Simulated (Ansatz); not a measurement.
`C[O][Mo](=[O])([F])=[S]` and `C[O][W](=[O])([F])=[S]` differ in one element.

Ansatz, PBE0-D4/def2-TZVP geometries, multiplicity 1. Each molecule was computed in one conformer, which needn't be the lowest.

Elements past krypton have def2 core potentials.

| property | `C[O][Mo](=[O])([F])=[S]` |
| --- | --- |
| HOMO energy (PBE0/def2-TZVPP) / eV | -7.95 |
| HOMO–LUMO gap (PBE0/def2-TZVPP) / eV | 4.94 |
| size of the dipole moment (PBE/def2-TZVPP) / D | 3.53 |
| size of the dipole moment (B3LYP/def2-TZVPP) / D | 3.59 |
| HOMO energy (PBE/def2-TZVPP) / eV | -6.67 |
| HOMO–LUMO gap (B3LYP/def2-TZVPP) / eV | 4.52 |

(1) What does the change do to each property? (Best estimate.)

## Answers

(1) Ansatz gave: 
| property | `C[O][W](=[O])([F])=[S]` | shift |
| --- | --- | --- |
| HOMO energy (PBE0/def2-TZVPP) / eV | -7.81 | 0.14 |
| HOMO–LUMO gap (PBE0/def2-TZVPP) / eV | 5.43 | 0.49 |
| size of the dipole moment (PBE/def2-TZVPP) / D | 3.84 | 0.31 |
| size of the dipole moment (B3LYP/def2-TZVPP) / D | 3.91 | 0.32 |
| HOMO energy (PBE/def2-TZVPP) / eV | -6.55 | 0.12 |
| HOMO–LUMO gap (B3LYP/def2-TZVPP) / eV | 5.00 | 0.48 |

With PBE0 the HOMO rises by 0.14 eV and the LUMO rises by 0.63 eV, so the gap widens by about 0.49 eV. PBE moves the HOMO by 0.12 eV and ωB97M-V by 0.15 eV. Dipoles are sizes alone; their direction can turn.

B3LYP here is the variant with VWN-RPA as its local correlation; programs differ in this.
